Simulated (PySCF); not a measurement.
# Core-level binding energies of `ClC[SiH2]Cl`

CH4Cl2Si.
Geometry (PBE0-D3(BJ)/def2-SVP, Å), atoms numbered from 1 in this order:
```
atom  x, y, z in Å
Cl1   -2.0017   -1.0396    0.1916
C2    -0.9025    0.3696    0.0750
Si3    0.8453   -0.3123   -0.0833
Cl4    2.1605    1.2868   -0.2126
H5    -1.1950    0.9699   -0.7983
H6    -1.0270    0.9856    0.9770
H7     0.9560   -1.1278   -1.3207
H8     1.1824   -1.1134    1.1221
```

Theory: PySCF 2.14.0, delta-SCF UKS SCAN, pcX-2 on the ionised atom, pcseg-1 elsewhere, spin-free X2C. Binding energies are ΔSCF values: E(core-ionised, relaxed orbitals) − E(ground state) at a fixed geometry, referred to the vacuum level.

Q: List the computed XPS lines with their assignment.

A: 
```
atom(s)       bonded to     level  binding energy (eV)  2p1/2 (eV)  above the level's lowest (eV)  count
    Cl1               C  Cl 2p3/2               206.38      208.03                          +0.20      1
    Cl1               C     Cl 1s              2828.99           –                          +0.22      1
     C2  Cl, 2 H and Si      C 1s               292.26           –                           0.00      1
    Si3   Cl, C and 2 H  Si 2p3/2               108.10      108.73                           0.00      1
    Si3   Cl, C and 2 H     Si 1s              1847.98           –                           0.00      1
    Cl4              Si  Cl 2p3/2               206.18      207.84                           0.00      1
    Cl4              Si     Cl 1s              2828.77           –                           0.00      1
```

The 2 Cl 1s values lie within 0.22 eV of each other; Gaussian lines of 0.5 eV full width would blend them into one maximum.

The 2 Cl 2p3/2 values lie within 0.20 eV of each other.

Q: Give the binding energy of Cl 1s of Cl1 in hartree and in kJ/mol.

A: 2828.99 eV = 103.9635 Eh = 272956 kJ/mol.

Q: Which effective nuclear charge Zeff reproduces each element's mean 1s value in the hydrogen-like formula E = 13.606 eV × Zeff²?

A: C (Z = 6): mean 292.3 eV, Zeff = 4.63, Z − Zeff = 1.37; Si (Z = 14): mean 1848.0 eV, Zeff = 11.65, Z − Zeff = 2.35; Cl (Z = 17): mean 2828.9 eV, Zeff = 14.42, Z − Zeff = 2.58. Means run over the listed sites, weighted by atom count.

Spin–orbit coupling isn't in the SCF: each 2p doublet comes from a relaxed spin-free hole plus a matrix of the shell (mean-field spin–orbit coupling and the ground-state 2p splitting), with 2p3/2 averaged over its two sublevels. 2p1/2 minus 2p3/2 (ligand field included): Cl 1.65 eV, Si 0.63 eV. The structure is a single PBE0-D3(BJ)/def2-SVP conformer in the gas phase; no vibrational or solvent corrections.
